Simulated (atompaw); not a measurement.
**Zn (Z = 30): one change to a PAW (atompaw) potential, before and after**

```json
{"Element": "zinc", "Generator": "atompaw 4.2.0.5", "Type": "PAW", "Functional": "PBE", "Relativity": "scalar-relativistic", "Frozen core": "[Ar]", "Valence charge": "12", "Reference configuration": "3d9 4s0 4p0 (charge +3)", "Partial waves": "4s (bound, empty): rc 1.80 bohr; 4s channel at -1.9 Ry: rc 1.90 bohr; 4p (bound, empty): rc 1.90 bohr; 4p channel at 0.1 Ry: rc 1.90 bohr; 3d (bound): rc 1.30 bohr; 3d channel at 0.4 Ry: rc 1.30 bohr", "Local potential": "bessel scheme, radius 1.80 bohr", "Core correction": "smooth core density matched at 1.45 bohr", "Augmentation charge": "sinc compensation charge, radius 1.45 bohr; PAW radius 1.90 bohr; waves and projectors: custom polynom gramschmidtortho"}
```

Change: wave 4s channel at -1.9 Ry: rc 1.90 bohr becomes 4s channel at -1.9 Ry: rc 1.12 bohr.

Cutoffs: the cutoffs (Ry, on a coarse ladder) from which the occupation-weighted sum of valence levels, in a spherical-Bessel basis at the reference potential, stays within 10 and 1 mRy of its value at 400 Ry; they do not see the model core or the augmentation charge, which bear on the density cutoff.

**Question.** What does the change do?

**Answer.** The potential gets neither clearly harder nor softer (90 Ry and 160 Ry → 90 Ry and 160 Ry); the bound ghosts move from p to p, s.

| quantity | base | changed |
| --- | --- | --- |
| cutoff, loose | 90 Ry | 90 Ry |
| cutoff, tight | 160 Ry | 160 Ry |
| bound ghosts | p | p, s |
| s: phases at 1.90 bohr within 0.05 rad from the reference energy up to (Ry; the scan ends near 5) | 1.5 | n/a |
| p: phases at 1.90 bohr within 0.05 rad from the reference energy up to (Ry; the scan ends near 5) | to the end of the scan | to the end of the scan |
| d: phases at 1.90 bohr within 0.05 rad from the reference energy up to (Ry; the scan ends near 5) | to the end of the scan | to the end of the scan |
| lowest overlap eigenvalue by channel | s 0.06, p 0.37, d 0.99 | s 0.00, p 0.37, d 0.99 |

 A true bound ghost makes a file unfit for plane-wave use even where its test errors are small: the radial tests pick states by their node count and pass the ghost by. The cutoffs see the waves, projectors and local potential, not the compensation charge or the core.
